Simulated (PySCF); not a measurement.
Compound: C₅H₁₀O₂SSi.
Structure used (GFN2-xTB), in Å, numbered top down from 1:
```xyz
19
C5H10O2SSi angstrom
C     -2.0181    1.1051   -0.4700
C     -1.3475    0.2125    0.5746
Si     0.3891   -0.3451    0.0449
O      1.3638    0.8971   -0.5146
C      1.4861    2.0728    0.0576
O      0.9513    2.4143    1.0664
C      1.2848   -1.5767    1.1954
S      1.0805   -2.9452   -0.0179
C      0.4973   -1.7257   -1.2640
H     -3.0091    1.4013   -0.1335
H     -1.4320    2.0066   -0.6312
H     -2.1187    0.5868   -1.4207
H     -1.9801   -0.6554    0.7649
H     -1.2775    0.7653    1.5123
H      2.1618    2.7193   -0.5287
H      0.8048   -1.8375    2.1331
H      2.3429   -1.4029    1.3746
H      1.2433   -1.6146   -2.0458
H     -0.4325   -2.0687   -1.7049
```

NICS is the negative of the GIAO shielding at a point without a nucleus: at the ring centre (0) and 1 Å above and below it (1); zz is the component along the ring normal. Level: GIAO PBE0/pcSseg-1 (PySCF, non-relativistic, gas phase) on the GFN2-xTB geometry, one conformer.

Ring bond lengths (Å), with Mayer bond orders in brackets: Si3–C7 1.909 (0.85), C7–S8 1.840 (1.00), S8–C9 1.838 (1.00), C9–Si3 1.906 (0.85).

Question: What do the NICS probes read (ppm)?

Answer: 
```json
{"ring": "Si3–C7–S8–C9", "type": "4-membered ring with S and Si; formal bonds all single", "NICS(0)": "-3.6", "NICS(1), two faces": "-0.2 / -1.5", "NICS(1)zz, two faces": "5.3 / 4.0", "rms pucker (Å)": "0.08", "centre to ring atoms, mean (Å)": "1.32"}
```

Question: What do they say, and how far can they be read as aromaticity?

Answer: 
- Si3–C7–S8–C9: mean NICS(1)zz 4.6 ppm, deshielded. Si3, C7, C9 have four or more neighbours, so the value isn't read as a sign of a π ring current.

Question: What field does 1 T along the ring normal induce along that normal at the second NICS(1) probe listed for ring Si3–C7–S8–C9, 1 Å off the ring?

Answer: NICSzz × B0 = 4.0 ppm × 1 T = 4 μT, along the applied field.

Question: How shielded are the nuclei of the rings and their hydrogens (means over atoms taken as equivalent)?

Answer: 
```
   atoms                 environment  σ isotropic (ppm)  principal values of the symmetric part, first atom (ppm)
     Si3        oxygen-bound silicon              329.4                                       289.4, 319.5, 379.4
 C7 (×2)  sp3 carbon bound to sulfur              158.1                                       119.1, 164.6, 186.5
      S8              sulfide sulfur              585.9                                       405.9, 479.2, 872.5
H16 (×2)          methylene hydrogen              29.20                                          25.1, 26.9, 35.5
H17 (×2)          methylene hydrogen              28.63                                          24.2, 27.1, 34.6
```

Hardware: one thread of an Arm Neoverse N1, on a shared host. Cost: 83 s wall, 0.98 GiB resident at most. This is the whole shielding run at PBE0/pcSseg-1, SCF included.
